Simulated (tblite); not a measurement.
A tight-binding relaxation on `N#C[CH2][GeH2][SiH2][SiH2][SiH3]`.

Computed with GFN2-xTB geometry optimisation, gas phase (tblite 0.8.0). Start geometry: from a force field or distance geometry. A driver script takes a list of jobs; this job's settings line and coordinates (Å) are shown.

Command:
```bash
OMP_NUM_THREADS=1 python probes_run.py task.json out
```

Input:
```
{"job": {"kind": "relax", "xc": "GFN2-xTB", "basis": "xTB"}, "charge": 0, "multiplicity": 1}
N      3.680400    -0.010500    -0.820600
C      2.808800     0.467900    -0.212200
C      1.736700     1.054600     0.580400
Ge     0.845600    -0.313100     1.620200
Si     0.013400    -1.949200     0.218900
Si    -1.033700    -0.948400    -1.490700
Si    -2.544700     0.473600    -0.673600
H      0.997300     1.527400    -0.106200
H      2.144400     1.829800     1.256700
H     -0.333900     0.316900     2.414500
H      1.851400    -0.956900     2.618600
H      1.120000    -2.762400    -0.308600
H     -0.936700    -2.799700     0.954600
H     -1.684100    -1.957600    -2.332100
H     -0.048500    -0.189300    -2.281400
H     -3.242100     1.142100    -1.766900
H     -3.514500    -0.270800     0.149300
H     -1.868500     1.465600     0.167500
```

Output:
```
step      E/eV     max force
  0    -539.93847    2.686
  1    -539.95085    6.953
  2    -540.12515    0.531
  3    -540.15087    0.450
  4    -540.26811    0.489
  5    -540.28830    0.440
  6    -540.33398    0.339
  7    -540.34834    0.325
  8    -540.36161    0.281
  9    -540.36851    0.219
... (129 lines left out)
139    -540.40939    0.017
140    -540.40945    0.018
141    -540.40951    0.024
142    -540.40957    0.022
143    -540.40962    0.015
144    -540.40966    0.015
145    -540.40969    0.018
146    -540.40972    0.017
147    -540.40974    0.012
148    -540.40976    0.010
```

«max force» is the largest atomic force in eV/Å.

Task: From which step on does the largest force stay under 0.1 eV/Å, and how much energy is left to gain from there?

Result: From step 114 (0.036 eV/Å), 1.8 meV above the end.

Main results: energy lowered by 10.9 kcal/mol over 148 steps; largest atomic force 0.010 eV/Å at the end.

Task: Give the final coordinates.

Result: 0.381 Å rms from the input after alignment:
```
atom  x, y, z in Å
N1     2.9211    0.1980   -1.2855
C2     2.3743    0.6477   -0.3843
C3     1.6516    1.1161    0.7479
Ge4    0.9398   -0.4893    1.7419
Si5    0.0843   -2.1072    0.2495
Si6   -0.9818   -1.0530   -1.5342
Si7   -2.4800    0.5951   -0.8712
H8     0.8265    1.7463    0.4117
H9     2.3067    1.7087    1.3867
H10   -0.0014    0.1545    2.7484
H11    2.1012   -0.8834    2.6371
H12    1.2079   -2.9901   -0.0752
H13   -0.8330   -2.9353    1.0460
H14   -1.6726   -2.0722   -2.3399
H15    0.0324   -0.4908   -2.4354
H16   -3.0615    1.3706   -1.9676
H17   -3.5971    0.0371   -0.1053
H18   -1.8272    1.5670    0.0178
```

Task: How long does this job take on one thread of an Arm Neoverse N1, shared host?

Result: About 2.5 s.
Labels such as C1 count atoms from 1, the log's own numbers from 0.
